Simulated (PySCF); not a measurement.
Caution: the highest occupied level lies above zero, so the state may not be bound. This triplet is an excited state, 0.70 eV above the relaxed singlet at the level B3LYP-D3(BJ)/def2-TZVPD (PySCF).

B3LYP has the VWN-RPA correlation part, as in Gaussian. 

Cartesian coordinates (Å):
```xyz
7

C     -1.0140    -0.3475    -0.0205
C     -0.0744     0.5842     0.2842
Al     1.8631     0.5444    -0.0063
H     -0.7523    -1.2892    -0.4983
H     -2.0755    -0.2129     0.1915
H     -0.4714     1.4859     0.7620
H      2.5246    -0.7649    -0.7124
```
Charge -1, spin multiplicity 3.

### Question
Give the total energy and highest occupied spin orbital at the level B3LYP-D3(BJ)/def2-TZVPD (PySCF).

### Answer

| Quantity | Value |
|---|---|
| total energy | -321.0488 Ha |
| highest occupied spin orbital | 1.45 eV |
